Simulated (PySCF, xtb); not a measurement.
Mo(O)2(Cl)(OSiH3) (ClH3MoO3Si), SMILES [O]=[Mo](=[O])([Cl])[O][SiH3], multiplicity 1. One conformer was computed; it need not be the lowest.

Harmonic wavenumbers (cm⁻¹) from GFN2-xTB run with xtb 6.7.1 at its own minimum, in rising order: 21, 55, 70, 156, 183, 244, 254, 264, 350, 381, 578, 603, 730, 742, 793, 903, 922, 969, 2194, 2195, 2203.

**Question.** What does PBE0-D3(BJ)/def2-SVP run with PySCF give at its own minimum? (An estimate is asked for; the answer gives what the named calculation found.)

**Answer.** 28, 37, 48, 159, 191, 266, 272, 351, 440, 475, 708, 713, 937, 943, 947, 1041, 1051, 1086, 2260, 2269, 2274. Paired by order, the mean absolute difference is 84 cm⁻¹ and the zero-point energies are 21.2 and 23.6 kcal/mol.
